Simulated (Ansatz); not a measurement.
Reaction (ligand exchange at the Si–Cl bond): `CB(C)[SiH2]Cl` + H–F → `CB(C)[SiH2]F` + HCl

Gas-phase electronic energies from Ansatz, PBE0-D4/def2-TZVP geometries. CBS: MP2 limit from def2 TZ/QZ plus the TZ coupled-cluster correction, frozen cores. This one scheme is used for every species. Functionals use def2-TZVPP. Each species was taken in one conformer, which may not be the lowest.

`CB(C)[SiH2]Cl`:

```xyz
13

C    -0.606   -0.988    1.177
B    -0.211   -0.037    0.012
C    -1.280    0.574   -0.946
Si    1.726    0.462   -0.302
Cl    3.030   -0.607    0.905
H    -0.610   -0.350    2.077
H    -1.607   -1.419    1.093
H     0.127   -1.769    1.391
H    -1.005    1.503   -1.451
H    -1.404   -0.179   -1.742
H    -2.266    0.685   -0.485
H     2.144    0.217   -1.711
H     1.962    1.906   -0.018
```

H–F:

```xyz
2

F     0.105    0.257    0.367
H    -0.105   -0.257   -0.367
```

`CB(C)[SiH2]F`:

```xyz
13

C     0.254    1.377   -0.906
B     0.036    0.012   -0.186
C     0.155   -1.337   -0.963
Si   -0.394   -0.063    1.787
F    -0.650    1.398    2.418
H     1.302    1.644   -0.691
H     0.162    1.336   -1.995
H    -0.338    2.205   -0.510
H     0.825   -1.287   -1.826
H     0.392   -2.220   -0.366
H    -0.853   -1.511   -1.376
H    -1.617   -0.874    2.057
H     0.725   -0.680    2.557
```

HCl:

Cartesian coordinates in Å:
```
Cl 0.143 -0.155 -0.604
H -0.143 0.155 0.604
```

| species | PBE0-D4 energy (Eh) |
| --- | --- |
| `CB(C)[SiH2]Cl` | -855.27545 |
| H–F | -100.39410 |
| `CB(C)[SiH2]F` | -495.01190 |
| HCl | -460.66564 |

Work out ΔE.

ΔE = (-495.01190) + (-460.66564) − (-855.27545) − (-100.39410) = -0.00799 Eh = -21.0 kJ/mol. CCSD(T)/CBS gives -26.1 kJ/mol.

Largest T1 diagnostic among the species: 0.011.

In def2-TZVPP, CCSD(T) changes the Hartree–Fock value by +12.1 kJ/mol (the triples alone add +2.6 kJ/mol) and MP2 by +17.6 kJ/mol. The D4 term adds +6.5 kJ/mol with B3LYP and +3.6 kJ/mol with PBE0; it sums over pairs of atoms, weighted by their polarisabilities, and B3LYP, whose exchange is more repulsive, gets the larger term.

B3LYP here is the variant with VWN-RPA as its local correlation; programs differ in this.
